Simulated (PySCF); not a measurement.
SMILES [F][Al]([F])[GeH3] (H3AlF2Ge), B3LYP/def2-SVP optimised geometry.

```
7

Al     0.55    -0.80     0.00
F     -0.19    -2.29     0.01
F      2.21    -0.80     0.00
Ge    -0.72     1.30     0.00
H     -0.13     2.29    -1.02
H     -2.21     1.06    -0.34
H     -0.65     1.97     1.39
```

Density from B3LYP/def2-TZVP in PySCF at that geometry.

Minimum of the electron density along straight lines between bonded atoms, close to the bond critical point (lines longer than 1.1 times the sum of covalent radii, or with two minima, are not listed):

| bond | length / Å | ρ at the minimum / e bohr⁻³ | ∇²ρ there / e bohr⁻⁵ | position (fraction from the first atom) |
|---|---|---|---|---|
| Al1–F2 | 1.662 | 0.110 | 0.87 | 0.44 |
| Al1–F3 | 1.662 | 0.110 | 0.87 | 0.44 |
| Al1–Ge4 | 2.454 | 0.066 | -0.01 | 0.37 |
| Ge4–H5 | 1.543 | 0.131 | 0.06 | 0.59 |
| Ge4–H6 | 1.542 | 0.131 | 0.06 | 0.59 |
| Ge4–H7 | 1.545 | 0.130 | 0.06 | 0.59 |
